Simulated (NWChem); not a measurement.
Everything below was run with NWChem. System: HfO$_{2}$, charge 0, spin multiplicity 1, at a geometry optimised with PBE/def2-SVP with def2 effective core potentials on Hf. The structure started from a generated list of species. Level: CIS/def2-SVPD with def2 effective core potentials on Hf.

Input file:

```
start mol
memory heap 200 mb stack 900 mb global 1100 mb
geometry units angstroms nocenter noautoz
  Hf     0.000000     0.000000    -0.197780
  O     -1.432165     0.000000     0.890009
  O      1.432165     0.000000     0.890009
  symmetry group C2v
end
basis spherical
  * library def2-svpd
end
ecp
  Hf library def2-ecp
end
dft
  xc hfexch
  semidirect memsize 60000000 filesize 0
  iterations 100
end
tddft
  cis
  nroots 5
  notriplet
  thresh 1e-4
end
task tddft energy
```

NWChem printed:

```
             Northwest Computational Chemistry Package (NWChem) 7.3.0
             --------------------------------------------------------

                                NWChem Input Module
                                -------------------

 Scaling coordinates for geometry "geometry" by  1.889725989
 (inverse scale =  0.529177249)

 Turning off AUTOSYM since
 SYMMETRY directive was detected!

                             Geometry "geometry" -> ""
                             -------------------------

 Output coordinates in angstroms (scale by  1.889725989 to convert to a.u.)

  No.       Tag          Charge          X              Y              Z
 ---- ---------------- ---------- -------------- -------------- --------------
    1 Hf                  72.0000     0.00000000     0.00000000    -0.19778000
    2 O                    8.0000    -1.43216500     0.00000000     0.89000900
    3 O                    8.0000     1.43216500     0.00000000     0.89000900

 Effective nuclear repulsion energy (a.u.)     350.7912972286

            Nuclear Dipole moment (a.u.)
            ----------------------------
        X                 Y               Z
 ---------------- ---------------- ----------------
     0.0000000000     0.0000000000    -0.0000302356

      Symmetry information
      --------------------

 Group name             C2v
 Group number             16
 Group order               4
 No. of unique centers     2

      Symmetry unique atoms

     1    2


 Summary of "ao basis" -> "" (spherical)
 ------------------------------------------------------------------------------
       Tag                 Description            Shells   Functions and Types
 ---------------- ------------------------------  ------  ---------------------
 *                         def2-svpd                  on all atoms

 Summary of "ao basis" -> "ao basis" (spherical)
 ------------------------------------------------------------------------------
       Tag                 Description            Shells   Functions and Types
 ---------------- ------------------------------  ------  ---------------------
[...]
     Total Oscillator Strength                     0.0063911471

          sigma_e =   1.9605 Angstrom
          sigma_h =   1.6867 Angstrom
         |d_h->e| =   1.4779 Angstrom
            d_exc =   2.8893 Angstrom
            d_CD1 =   1.7517 Angstrom
            d_CD2 =  -0.3458 Angstrom
            d_CD3 =   4.3672 Angstrom
     Pearson C.C. =   0.0794

     Occ.   10  b1  ---  Virt.   18  b1      -0.08276
     Occ.   12  a1  ---  Virt.   15  a1       0.89612
     Occ.   12  a1  ---  Virt.   17  a1       0.38397
     Occ.   12  a1  ---  Virt.   19  a1      -0.10745
     Occ.   12  a1  ---  Virt.   21  a1      -0.06006
     Occ.   12  a1  ---  Virt.   27  a1       0.05938
     Occ.   12  a1  ---  Virt.   28  a1       0.06467
     Occ.   12  a1  ---  Virt.   31  a1       0.06584
     Occ.   14  b1  ---  Virt.   18  b1      -0.07297
  ----------------------------------------------------------------------------
  Root   4 singlet a2             0.163407710 a.u.                4.4466 eV
  ----------------------------------------------------------------------------
     Transition Moments    X  0.00000   Y -0.00000   Z  0.00000
     Transition Moments   XX  0.00000  XY -1.63552  XZ -0.00000
     Transition Moments   YY  0.00000  YZ -0.00000  ZZ -0.00000
     Dipole Oscillator Strength                    0.0000000000
     Electric Quadrupole                           0.0000000622
     Magnetic Dipole                               0.0000013126
     Total Oscillator Strength                     0.0000013747

          sigma_e =   1.9505 Angstrom
          sigma_h =   1.6279 Angstrom
         |d_h->e| =   1.4892 Angstrom
            d_exc =   2.8531 Angstrom
            d_CD1 =   1.8118 Angstrom
            d_CD2 =  -0.2999 Angstrom
            d_CD3 =   4.3423 Angstrom
     Pearson C.C. =   0.0838

     Occ.   11  a2  ---  Virt.   15  a1      -0.90969
     Occ.   11  a2  ---  Virt.   17  a1      -0.35200
     Occ.   11  a2  ---  Virt.   19  a1       0.13128
     Occ.   11  a2  ---  Virt.   21  a1       0.05525
     Occ.   11  a2  ---  Virt.   27  a1      -0.05163
     Occ.   11  a2  ---  Virt.   28  a1      -0.05068
     Occ.   11  a2  ---  Virt.   31  a1      -0.07145
     Occ.   13  b2  ---  Virt.   18  b1       0.10396
  ----------------------------------------------------------------------------
  Root   5 singlet a2             0.197584957 a.u.                5.3766 eV
  ----------------------------------------------------------------------------
     Transition Moments    X -0.00000   Y  0.00000   Z -0.00000
     Transition Moments   XX -0.00000  XY  0.51908  XZ  0.00000
     Transition Moments   YY  0.00000  YZ -0.00000  ZZ -0.00000
     Dipole Oscillator Strength                    0.0000000000
     Electric Quadrupole                           0.0000000111
     Magnetic Dipole                               0.0000000909
     Total Oscillator Strength                     0.0000001019

          sigma_e =   1.8523 Angstrom
          sigma_h =   1.6780 Angstrom
         |d_h->e| =   1.5263 Angstrom
            d_exc =   2.9070 Angstrom
            d_CD1 =   1.7006 Angstrom
            d_CD2 =  -0.2388 Angstrom
            d_CD3 =   4.4333 Angstrom
     Pearson C.C. =   0.0202

     Occ.    9  a1  ---  Virt.   23  a2      -0.06814
     Occ.    9  a1  ---  Virt.   34  a2       0.06165
     Occ.   14  b1  ---  Virt.   16  b2      -0.84845
     Occ.   14  b1  ---  Virt.   20  b2       0.47067
     Occ.   14  b1  ---  Virt.   25  b2       0.14967
     Occ.   14  b1  ---  Virt.   33  b2      -0.13438

              Target root =      1
          Target symmetry = none
      Ground state energy =   -197.055928886828
        Excitation energy =      0.133957426890
     Excited state energy =   -196.921971459938

  stored tddft:energy   -196.92197145993771

 Task  times  cpu:       41.5s     wall:       41.5s

 Total times  cpu:       41.5s     wall:       41.5s
```
